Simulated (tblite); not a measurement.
Species: C₅H₅NO₃.
Numbering: `[CH3:1]/[N:2]=[CH:3]\[c:4]1[cH:5][o:6][c:7](=[O:8])[o:9]1` (hydrogens: H10, H11, H12 on C1; H13 on C3; H14 on C5)

Computed with GFN2-xTB (tblite), gas phase: Langevin dynamics at 300 K from the optimised GFN2-xTB geometry, time step 0.5 fs, friction 0.01 fs⁻¹, 2000 steps. The instantaneous temperature is 2·E(kin)/(3Nk) with all 3N coordinates.

```
t (fs)  T (K)  E(pot) above start (eV)  C1–N2 (Å)  N2=C3 (Å)  C3–C4 (Å)  C4–C5 (Å)  C5–O6 (Å)  C1–H10 (Å)  N2–C3–C4–C5 (°)
     0    232                    0.000      1.430      1.259      1.454      1.350      1.360       1.089               -5
    50    182                    0.318      1.408      1.255      1.460      1.374      1.332       1.098              -20
   100    264                    0.208      1.449      1.263      1.481      1.333      1.371       1.096              -18
   150    218                    0.259      1.428      1.247      1.461      1.364      1.351       1.080              -32
   200    329                    0.164      1.436      1.272      1.497      1.354      1.348       1.083              -26
   250    173                    0.442      1.441      1.253      1.524      1.307      1.371       1.128                2
   300    239                    0.310      1.414      1.255      1.456      1.394      1.392       1.074               -1
   350    306                    0.292      1.456      1.273      1.420      1.353      1.331       1.101              -24
   400    282                    0.371      1.418      1.240      1.477      1.351      1.367       1.101              -15
   450    314                    0.583      1.474      1.239      1.497      1.364      1.317       1.133                2
   500    354                    0.439      1.401      1.287      1.458      1.335      1.343       1.059               13
   550    263                    0.561      1.444      1.232      1.440      1.362      1.386       1.118               19
   600    335                    0.519      1.470      1.263      1.412      1.323      1.355       1.083               26
   650    308                    0.445      1.426      1.247      1.437      1.367      1.437       1.105              -15
   700    164                    0.409      1.459      1.298      1.427      1.335      1.329       1.082              -15
   750    235                    0.452      1.387      1.237      1.455      1.350      1.350       1.083               -3
   800    298                    0.477      1.483      1.262      1.448      1.354      1.312       1.066               15
   850    254                    0.407      1.394      1.263      1.492      1.338      1.372       1.080                2
   900    264                    0.433      1.483      1.272      1.422      1.336      1.322       1.120               30
   950    356                    0.552      1.407      1.240      1.467      1.372      1.383       1.112               46
  1000    376                    0.366      1.489      1.270      1.454      1.348      1.356       1.100               32
```

**Question.** From 500 fs on, how do temperature and potential energy compare with equipartition?

**Answer.** The mean temperature of these 11 frames is 292 K against the target 300 K, and the mean potential energy 0.46 eV against 36 × kT/2 = 0.47 eV for 36 classical harmonic modes. For 14 atoms in a canonical ensemble the temperature itself scatters by T·√(2/(3N)) = 65 K; here its standard deviation is 60 K. The whole run lasts only 10 friction times of 100 fs, so these averages carry a wide statistical error.

**Question.** What are the kinetic and total energies of the listed frame with the highest potential energy?

**Answer.** The one at 450 fs, 0.583 eV above the start. Its kinetic energy is 3NkT/2 = 0.568 eV at 314 K, so the sum is 1.15 eV; over the listed frames the sum runs from 0.42 to 1.20 eV, since the thermostat adds and removes energy.

**Question.** How much do the listed bonds fluctuate from 500 fs on?

**Answer.** 
| bond | at the start (Å) | mean (Å) | standard deviation (Å) |
| --- | --- | --- | --- |
| C1–N2 | 1.430 | 1.440 | 0.037 |
| N2=C3 | 1.259 | 1.261 | 0.020 |
| C3–C4 | 1.454 | 1.446 | 0.021 |
| C4–C5 | 1.350 | 1.347 | 0.015 |
| C5–O6 | 1.360 | 1.359 | 0.034 |
| C1–H10 | 1.089 | 1.091 | 0.020 |

The motion is classical and holds no zero-point motion.

What follows is the cost of the whole dynamics run. On an Arm Neoverse N1 with one thread, no GPU (shared host), this took 17 s wall and 0.18 GiB of memory at its peak.
